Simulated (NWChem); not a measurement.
Polarisability of HGe (+1)

```
Ge
H 1 1.5917
```
Charge +1, spin multiplicity 1.

All runs are NWChem calculations. The geometry was optimised at PBE0/def2-SVP, a minimum by its harmonic frequencies.

Basis set: def2-SVPD. Static limit.

The Hamiltonian is non-relativistic. The correlated methods keep 9 core orbitals frozen. The spin multiplicity of the parent species was assumed, not shown to be that of its ground state. The structure started from a generated list of species. No row is a measurement; the coupled-cluster row has its own basis-set and correlation limits.

Task: Order these methods by the isotropic polarisability they give, lowest first: PBE, PBE0, HF, CCSD linear response.

Result: PBE (21.25 bohr³), PBE0 (21.50 bohr³), CCSD linear response (21.59 bohr³), HF (22.70 bohr³)
